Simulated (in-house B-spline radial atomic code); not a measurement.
**Ionising the iron ion Fe²⁺ with different functionals**

Computed with a radial B-spline atomic code at the basis-set limit: four-component Dirac-Coulomb Hamiltonian, Fermi nucleus of rms radius 3.7377 fm, spin-restricted, spherical fractional occupations for the functionals, and exact exchange of hybrids averaged over the configuration. The ionisation energy is the difference of two self-consistent energies, [Ar] 3d6 → [Ar] 3d5, without Breit or QED terms; ε is the level of the shell that loses the electron (mean over j). The electron is taken from both j subshells in proportion to 2j + 1, so the result is a j average, not the step between ground levels.

```csv
method,rung,ΔSCF (eV),-ε(3d) (eV)
B3LYP,global hybrid,34.11,27.84
LC-wPBE,range-separated hybrid,34.10,30.88
wB97X,range-separated hybrid,33.72,30.58
CAM-B3LYP,range-separated hybrid,34.09,29.81
```

Question: Among the functionals, which spreads more, the ΔSCF values or the orbital energies?

Answer: The orbital energies: ΔSCF values span about 0.39 eV and the orbital energies 3.04 eV; here energy differences depend much less on the functional than eigenvalues do.

Question: How do they compare with the NIST value?

Answer: NIST lists 30.65 eV ± 0.012 (measured, ground level to ground level). Errors run from +3.07 to +3.46 eV. The correlated functionals all miss on the same side by more than they spread, so the cause is common to them (Breit-QED terms, spin polarisation, the choice among j levels, multiplet and fine-structure energies, or a listed next ion that isn't the cheapest removal here) and closeness doesn't rank the functionals.
